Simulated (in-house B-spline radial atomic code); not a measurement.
A fraction x of an electron is moved 2p → 3p in S II (S+), starting from [Ne] 3s2 3p3 and keeping the highest spin. All numbers are computed (scalar-relativistic (X2C) TPSSh, spin-polarised, spherical fractional occupations; Fermi nucleus of rms radius 3.2611 fm) with an all-electron radial atomic-structure program (B-spline basis), not measured.

Caution: exact exchange at fractional occupations of open shells leaves self-interaction of up to several eV.

```tsv
x	E(x) - E(0) (eV)	2p down level (eV)	3p down level (eV)
0	0.0000	-170.628	-
0.125	19.7071	-173.129	-14.449
0.25	39.6692	-175.616	-14.905
0.375	59.8843	-178.090	-15.362
0.5	80.3508	-180.550	-15.815
0.625	?	?	?
0.75	?	?	?
0.875	143.2477	-187.853	-17.151
1	164.7087	-190.260	-17.587
```

(1) What belongs in the row x = 0.625?

(2) What belongs in the row x = 0.75?

(3) Check Janak's theorem between x = 0.125 and 0.25.

Results:

(1) An energy change of 101.0676 eV; 2p down at -182.997 eV, 3p down at -16.265 eV.

(2) An energy change of 122.0336 eV; 2p down at -185.432 eV, 3p down at -16.710 eV.

(3) The slope of the energy is 159.70 eV; the orbital levels give 159.70 eV (ε of the receiving orbital less ε of the emptying one, averaged over the two points).
